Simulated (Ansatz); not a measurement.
Si₂H₆OF₄, singlet: a nudged elastic band.

in.yaml

```yaml
crystal:
  periodic: [false, false, false]
  atoms:
    - {symbol: Si, position_ang: [-1.388369, 0.552699, -0.099632]}
    - {symbol: Si, position_ang: [-0.267580, 0.030034, -2.073483]}
    - {symbol: F, position_ang: [-2.170403, -0.645250, 0.568855]}
    - {symbol: F, position_ang: [-2.462277, 1.695799, -0.337199]}
    - {symbol: F, position_ang: [-0.434380, 1.150528, 1.039915]}
    - {symbol: H, position_ang: [1.124379, -1.122947, 1.042035]}
    - {symbol: F, position_ang: [0.758222, -1.444660, 0.216001]}
    - {symbol: H, position_ang: [2.456242, -0.075583, 2.422446]}
    - {symbol: O, position_ang: [1.549377, -0.385568, 2.360558]}
    - {symbol: H, position_ang: [1.141953, 0.474271, -1.960152]}
    - {symbol: H, position_ang: [-0.369005, -1.420394, -2.345767]}
    - {symbol: H, position_ang: [-0.926806, 0.791795, -3.168047]}
    - {symbol: H, position_ang: [0.988749, 0.399276, 2.334370]}
basis:
  gaussian: {orbitals: def2-SVP}
hamiltonian: {xc: pbe, dispersion: d4}
neb:
  images: 4
  climbing: immediate
  max_iterations: 60
  initial_path: idpp
  final_atoms:
    - {symbol: Si, position_ang: [-1.796833, -0.075755, 1.218763]}
    - {symbol: Si, position_ang: [1.155375, 0.067489, -2.130688]}
    - {symbol: F, position_ang: [-3.325293, -0.223662, 0.880688]}
    - {symbol: F, position_ang: [-1.212049, 0.853408, 0.098211]}
    - {symbol: F, position_ang: [-1.724126, 0.553403, 2.644985]}
    - {symbol: H, position_ang: [1.304077, 0.497869, 0.925001]}
    - {symbol: F, position_ang: [-1.209689, -1.527915, 1.164395]}
    - {symbol: H, position_ang: [1.819901, 0.855951, -1.054315]}
    - {symbol: O, position_ang: [0.860120, 0.202306, 1.726056]}
    - {symbol: H, position_ang: [2.184462, -0.306067, -3.132802]}
    - {symbol: H, position_ang: [0.568677, -1.159059, -1.536343]}
    - {symbol: H, position_ang: [0.101156, 0.894688, -2.762198]}
    - {symbol: H, position_ang: [1.274322, -0.632657, 1.958147]}
```

Run by:

```bash
ansatz run in.yaml --threads 4 --pin off --events-out ev --progress --plain --max-ram 66560MiB --backend cpu
```

Output of Ansatz 0.2.0:

```
Functional definition: PBE
  name "PBE"
  cite "Perdew, Burke & Ernzerhof, Phys. Rev. Lett. 77, 3865 (1996) doi:10.1103/PhysRevLett.77.3865"
  parent pbe
  parameter kappa = 0.804
  parameter beta = 0.06672455060314922
  exchange = pbe_x(kappa = kappa, mu = beta*pi^2/3)
  correlation = pbe_c(beta = beta)
1475 factors; their error is unknown
mean field evaluation 1: about -28728.0290 eV, gradient 7.4e1 eV
mean field evaluation 2: about -28709.8661 eV, gradient 1.3e2 eV
mean field evaluation 4: about -28736.7280 eV, gradient 5.3e0 eV
mean field evaluation 8: about -28736.7750 eV, gradient 1.3e-1 eV
mean field evaluation 16: about -28736.6697 eV, gradient 1.7e-4 eV
mean field -28736.66967042 eV, -1056.0531319736 hartree, gradient 2.5e-5 eV, S^2 0.000000; 0 other end points of the search recorded, 0 dependent functions left out
the calculation of the forces begins
reference -28736.66970944 eV, -1056.0531334074 hartree; 39, 39 occupied and 97, 97 virtual orbitals, 1475 factors
1475 factors; their error is unknown
mean field evaluation 32: about -28737.3507 eV, gradient 1.1e-3 eV
mean field -28737.35073331 eV, -1056.0781605732 hartree, gradient 1.5e-5 eV, S^2 0.000000; 0 other end points of the search recorded, 0 dependent functions left out
the calculation of the forces begins
reference -28737.35077394 eV, -1056.0781620663 hartree; 39, 39 occupied and 97, 97 virtual orbitals, 1475 factors
WARN: NEB end point (image 0): max|allowed force component| = 1.407e0 eV/Å (the criterion of neb.relax_end_points is 1.000e-2). That is over neb.f_tol: it is no minimum, so the barrier can be far off. Relax it first
WARN: NEB end point (image 5): max|allowed force component| = 1.767e0 eV/Å (the criterion of neb.relax_end_points is 1.000e-2). That is over neb.f_tol: it is no minimum, so the barrier can be far off. Relax it first
1475 factors; their error is unknown
mean field -28731.88868801 eV, -1055.8774341108 hartree, gradient 7.1e-5 eV, S^2 0.000000; 0 other end points of the search recorded, 0 dependent functions left out
the calculation of the forces begins
reference -28731.88872868 eV, -1055.8774356054 hartree; 39, 39 occupied and 97, 97 virtual orbitals, 1475 factors
1475 factors; their error is unknown
mean field evaluation 64: about -28726.8324 eV, gradient 1.2e1 eV
mean field -28727.74182937 eV, -1055.7250398665 hartree, gradient 8.9e-6 eV, S^2 0.000000; 2 other end points of the search recorded, 0 dependent functions left out
the calculation of the forces begins
reference -28727.74187208 eV, -1055.7250414360 hartree; 39, 39 occupied and 97, 97 virtual orbitals, 1475 factors
1475 factors; their error is unknown
mean field evaluation 96: about -28729.2629 eV, gradient 6.4e0 eV
mean field -28729.43223317 eV, -1055.7871610603 hartree, gradient 2.1e-5 eV, S^2 0.000000; 1 other end points of the search recorded, 0 dependent functions left out
the calculation of the forces begins
reference -28729.43227518 eV, -1055.7871626042 hartree; 39, 39 occupied and 97, 97 virtual orbitals, 1475 factors
1475 factors; their error is unknown
mean field evaluation 128: about -28733.7799 eV, gradient 8.3e-4 eV
mean field -28733.77989516 eV, -1055.9469346914 hartree, gradient 5.1e-5 eV, S^2 0.000000; 0 other end points of the search recorded, 0 dependent functions left out
the calculation of the forces begins
reference -28733.77993657 eV, -1055.9469362135 hartree; 39, 39 occupied and 97, 97 virtual orbitals, 1475 factors
NEB iter   1: max|band force component| = 6.109e0 eV/Å  barrier→ = 8.9120 eV  barrier← = 9.5750 eV  CI = image 2  Δτ_max = 0.2000 Å  (344 SCF iters)
NEB iter   2: max|band force component| = 5.810e0 eV/Å  barrier→ = 8.1230 eV  barrier← = 8.7860 eV  CI = image 2  Δτ_max = 0.2000 Å  (229 SCF iters)
NEB iter   3: max|band force component| = 8.073e0 eV/Å  barrier→ = 6.5218 eV  barrier← = 7.1848 eV  CI = image 2  Δτ_max = 0.1024 Å  (230 SCF iters)
NEB iter   4: max|band force component| = 5.170e0 eV/Å  barrier→ = 5.6474 eV  barrier← = 6.3104 eV  CI = image 2  Δτ_max = 0.2000 Å  (197 SCF iters)
NEB iter   5: max|band force component| = 4.509e0 eV/Å  barrier→ = 4.6083 eV  barrier← = 5.2714 eV  CI = image 2  Δτ_max = 0.2000 Å  (160 SCF iters)
NEB iter   6: max|band force component| = 4.498e0 eV/Å  barrier→ = 3.4563 eV  barrier← = 4.1193 eV  CI = image 2  Δτ_max = 0.2000 Å  (123 SCF iters)
NEB iter   7: max|band force component| = 5.036e0 eV/Å  barrier→ = 2.2190 eV  barrier← = 2.8820 eV  CI = image 2  Δτ_max = 0.2000 Å  (122 SCF iters)
NEB iter   8: max|band force component| = 4.219e0 eV/Å  barrier→ = 1.4726 eV  barrier← = 2.1356 eV  CI = image 2  Δτ_max = 0.1970 Å  (126 SCF iters)
NEB iter   9: max|band force component| = 3.447e0 eV/Å  barrier→ = 1.0963 eV  barrier← = 1.7593 eV  CI = image 2  Δτ_max = 0.2000 Å  (114 SCF iters)
NEB iter  10: max|band force component| = 3.570e0 eV/Å  barrier→ = 0.9300 eV  barrier← = 1.5930 eV  CI = image 2  Δτ_max = 0.1997 Å  (113 SCF iters)
NEB iter  11: max|band force component| = 3.694e0 eV/Å  barrier→ = 0.9300 eV  barrier← = 1.5930 eV  CI = image 2  Δτ_max = 0.2000 Å  (112 SCF iters)
NEB iter  12: max|band force component| = 3.252e0 eV/Å  barrier→ = 0.6620 eV  barrier← = 1.3250 eV  CI = image 2  Δτ_max = 0.2000 Å  (125 SCF iters)
NEB iter  13: max|band force component| = 3.453e0 eV/Å  barrier→ = 0.4716 eV  barrier← = 1.1347 eV  CI = image 1  Δτ_max = 0.2000 Å  (117 SCF iters)
NEB iter  14: max|band force component| = 3.178e0 eV/Å  barrier→ = 0.4136 eV  barrier← = 1.0766 eV  CI = image 1  Δτ_max = 0.2000 Å  (125 SCF iters)
NEB iter  15: max|band force component| = 3.446e0 eV/Å  barrier→ = 0.4042 eV  barrier← = 1.0672 eV  CI = image 1  Δτ_max = 0.1956 Å  (111 SCF iters)
NEB iter  16: max|band force component| = 2.410e0 eV/Å  barrier→ = 0.9707 eV  barrier← = 1.6337 eV  CI = image 1  Δτ_max = 0.2000 Å  (126 SCF iters)
NEB iter  17: max|band force component| = 1.767e0 eV/Å  barrier→ = 1.3875 eV  barrier← = 2.0505 eV  CI = image 1  Δτ_max = 0.2000 Å  (123 SCF iters)
NEB iter  18: max|band force component| = 1.860e0 eV/Å  barrier→ = 1.8091 eV  barrier← = 2.4721 eV  CI = image 1  Δτ_max = 0.2000 Å  (134 SCF iters)
NEB iter  19: max|band force component| = 1.936e0 eV/Å  barrier→ = 1.8404 eV  barrier← = 2.5034 eV  CI = image 1  Δτ_max = 0.0999 Å  (119 SCF iters)
NEB iter  20: max|band force component| = 1.825e0 eV/Å  barrier→ = 1.7766 eV  barrier← = 2.4396 eV  CI = image 1  Δτ_max = 0.1017 Å  (115 SCF iters)
NEB iter  21: max|band force component| = 1.829e0 eV/Å  barrier→ = 1.7600 eV  barrier← = 2.4230 eV  CI = image 1  Δτ_max = 0.1994 Å  (114 SCF iters)
NEB iter  22: max|band force component| = 1.833e0 eV/Å  barrier→ = 1.7385 eV  barrier← = 2.4016 eV  CI = image 1  Δτ_max = 0.1988 Å  (118 SCF iters)
NEB iter  23: max|band force component| = 1.688e0 eV/Å  barrier→ = 1.6734 eV  barrier← = 2.3365 eV  CI = image 1  Δτ_max = 0.1994 Å  (119 SCF iters)
NEB iter  24: max|band force component| = 1.277e0 eV/Å  barrier→ = 1.6669 eV  barrier← = 2.3300 eV  CI = image 1  Δτ_max = 0.2000 Å  (124 SCF iters)
NEB iter  25: max|band force component| = 1.145e0 eV/Å  barrier→ = 1.6964 eV  barrier← = 2.3594 eV  CI = image 1  Δτ_max = 0.2000 Å  (118 SCF iters)
NEB iter  26: max|band force component| = 1.806e0 eV/Å  barrier→ = 1.7946 eV  barrier← = 2.4576 eV  CI = image 1  Δτ_max = 0.0998 Å  (118 SCF iters)
NEB iter  27: max|band force component| = 1.476e0 eV/Å  barrier→ = 1.7776 eV  barrier← = 2.4406 eV  CI = image 1  Δτ_max = 0.1980 Å  (114 SCF iters)
NEB iter  28: max|band force component| = 1.331e0 eV/Å  barrier→ = 1.7140 eV  barrier← = 2.3770 eV  CI = image 1  Δτ_max = 0.1989 Å  (112 SCF iters)
NEB iter  29: max|band force component| = 1.168e0 eV/Å  barrier→ = 1.6536 eV  barrier← = 2.3167 eV  CI = image 1  Δτ_max = 0.1991 Å  (118 SCF iters)
NEB iter  30: max|band force component| = 8.728e-1 eV/Å  barrier→ = 1.5881 eV  barrier← = 2.2512 eV  CI = image 1  Δτ_max = 0.2000 Å  (112 SCF iters)
NEB iter  31: max|band force component| = 1.058e0 eV/Å  barrier→ = 1.5879 eV  barrier← = 2.2509 eV  CI = image 1  Δτ_max = 0.1998 Å  (111 SCF iters)
NEB iter  32: max|band force component| = 1.139e0 eV/Å  barrier→ = 1.6460 eV  barrier← = 2.3090 eV  CI = image 1  Δτ_max = 0.1019 Å  (112 SCF iters)
NEB iter  33: max|band force component| = 1.296e0 eV/Å  barrier→ = 1.6642 eV  barrier← = 2.3272 eV  CI = image 1  Δτ_max = 0.1984 Å  (112 SCF iters)
NEB iter  34: max|band force component| = 1.827e0 eV/Å  barrier→ = 1.7063 eV  barrier← = 2.3694 eV  CI = image 1  Δτ_max = 0.1960 Å  (117 SCF iters)
NEB iter  35: max|band force component| = 1.812e0 eV/Å  barrier→ = 1.5820 eV  barrier← = 2.2450 eV  CI = image 1  Δτ_max = 0.2000 Å  (113 SCF iters)
NEB iter  36: max|band force component| = 1.640e0 eV/Å  barrier→ = 1.5369 eV  barrier← = 2.2000 eV  CI = image 1  Δτ_max = 0.1896 Å  (114 SCF iters)
NEB iter  37: max|band force component| = 1.730e0 eV/Å  barrier→ = 1.2695 eV  barrier← = 1.9325 eV  CI = image 1  Δτ_max = 0.2000 Å  (118 SCF iters)
NEB iter  38: max|band force component| = 1.898e0 eV/Å  barrier→ = 1.0905 eV  barrier← = 1.7535 eV  CI = image 1  Δτ_max = 0.2000 Å  (110 SCF iters)
NEB iter  39: max|band force component| = 2.036e0 eV/Å  barrier→ = 0.8352 eV  barrier← = 1.4983 eV  CI = image 1  Δτ_max = 0.2000 Å  (117 SCF iters)
NEB iter  40: max|band force component| = 2.089e0 eV/Å  barrier→ = 0.5154 eV  barrier← = 1.1785 eV  CI = image 1  Δτ_max = 0.2000 Å  (134 SCF iters)
NEB iter  41: max|band force component| = 1.453e0 eV/Å  barrier→ = 0.0924 eV  barrier← = 0.7555 eV  CI = image 1  Δτ_max = 0.2000 Å  (133 SCF iters)
NEB iter  42: max|band force component| = 1.184e0 eV/Å  barrier→ = -0.0800 eV  barrier← = 0.5830 eV  CI = image 1  Δτ_max = 0.2000 Å  (116 SCF iters)
NEB iter  43: max|band force component| = 9.593e-1 eV/Å  barrier→ = -0.1370 eV  barrier← = 0.5261 eV  CI = image 1  Δτ_max = 0.2000 Å  (109 SCF iters)
NEB iter  44: max|band force component| = 8.450e-1 eV/Å  barrier→ = -0.0981 eV  barrier← = 0.5649 eV  CI = image 1  Δτ_max = 0.2000 Å  (114 SCF iters)
NEB iter  45: max|band force component| = 1.374e0 eV/Å  barrier→ = 0.2903 eV  barrier← = 0.9533 eV  CI = image 1  Δτ_max = 0.2000 Å  (120 SCF iters)
NEB iter  46: max|band force component| = 2.264e0 eV/Å  barrier→ = 0.9034 eV  barrier← = 1.5664 eV  CI = image 1  Δτ_max = 0.2000 Å  (117 SCF iters)
NEB iter  47: max|band force component| = 2.774e0 eV/Å  barrier→ = 1.4967 eV  barrier← = 2.1597 eV  CI = image 1  Δτ_max = 0.2000 Å  (123 SCF iters)
NEB iter  48: max|band force component| = 2.695e0 eV/Å  barrier→ = 2.1183 eV  barrier← = 2.7813 eV  CI = image 1  Δτ_max = 0.2000 Å  (135 SCF iters)
NEB iter  49: max|band force component| = 2.581e0 eV/Å  barrier→ = 2.5204 eV  barrier← = 3.1834 eV  CI = image 1  Δτ_max = 0.2000 Å  (122 SCF iters)
NEB iter  50: max|band force component| = 3.000e0 eV/Å  barrier→ = 2.9173 eV  barrier← = 3.5803 eV  CI = image 1  Δτ_max = 0.2000 Å  (130 SCF iters)
NEB iter  51: max|band force component| = 3.319e0 eV/Å  barrier→ = 2.8118 eV  barrier← = 3.4748 eV  CI = image 1  Δτ_max = 0.2000 Å  (119 SCF iters)
NEB iter  52: max|band force component| = 3.380e0 eV/Å  barrier→ = 2.5394 eV  barrier← = 3.2024 eV  CI = image 1  Δτ_max = 0.2000 Å  (124 SCF iters)
NEB iter  53: max|band force component| = 2.932e0 eV/Å  barrier→ = 2.3217 eV  barrier← = 2.9847 eV  CI = image 1  Δτ_max = 0.1993 Å  (121 SCF iters)
NEB iter  54: max|band force component| = 2.269e0 eV/Å  barrier→ = 2.1146 eV  barrier← = 2.7777 eV  CI = image 1  Δτ_max = 0.1875 Å  (113 SCF iters)
NEB iter  55: max|band force component| = 1.234e0 eV/Å  barrier→ = 1.9883 eV  barrier← = 2.6513 eV  CI = image 1  Δτ_max = 0.1980 Å  (113 SCF iters)
NEB iter  56: max|band force component| = 4.903e-1 eV/Å  barrier→ = 1.9028 eV  barrier← = 2.5658 eV  CI = image 1  Δτ_max = 0.1996 Å  (118 SCF iters)
NEB iter  57: max|band force component| = 4.173e-1 eV/Å  barrier→ = 1.8356 eV  barrier← = 2.4987 eV  CI = image 1  Δτ_max = 0.1989 Å  (119 SCF iters)
NEB iter  58: max|band force component| = 2.857e-1 eV/Å  barrier→ = 1.7957 eV  barrier← = 2.4587 eV  CI = image 1  Δτ_max = 0.2000 Å  (118 SCF iters)
NEB iter  59: max|band force component| = 9.154e-1 eV/Å  barrier→ = 1.7623 eV  barrier← = 2.4253 eV  CI = image 1  Δτ_max = 0.0996 Å  (118 SCF iters)
NEB iter  60: max|band force component| = 3.193e-1 eV/Å  barrier→ = 1.7455 eV  barrier← = 2.4085 eV  CI = image 1  Δτ_max = 0.1604 Å  (115 SCF iters)
Error: NEB band did not converge after 60 iterations: max|band force component| = 3.19e-1 eV/Å (threshold 5.0e-2); raise `neb.max_iterations` in a new run, which can start from the last band evaluated (`neb.initial_path`, with `crystal.atoms` and `neb.final_atoms` set to its first and last images), add images, or start from endpoints closer to local minima. Where this run's directory can be resumed (`checkpoint.write`), a resume goes on for up to `neb.max_iterations` more; to start a new run from the last band, take its images' positions from the `neb_iteration` event of iteration 60 (`data.images[].positions_ang`), in the event stream of the run that computed that iteration (not this run's, if it was resumed behind it). With `checkpoint.write`, `steps/00-neb/state/checkpoint.json` in the run directory holds the last saved band, under `neb.evaluated.images[].positions_ang` (a band under a hybrid functional on support functions is neither saved nor resumed: `neb.initial_path` says where its path is): check the last entry of `neb.iterations` there, which is earlier than 60 if that iteration was not saved or its write failed. If the band's step has no `state` directory and holds `state.next`, a write was cut short, and the file is under `state.next` instead (behind a loss of power it can be under `state.prev`)
a run's events are kept only if it was started with --events-out <file>, and are in that file

[the SCF lines of later steps are left out]
```

The lines “mean field evaluation” count trial sets of orbitals through the whole run, from several starts and some on an approximate energy, so they need not fall steadily or lie above the final value.

Hardware: 4 CPU threads of an AMD EPYC 7R13, shared host. Wall time 4.9 min; peak host memory 0.76 GiB.


The run did not converge within its limit.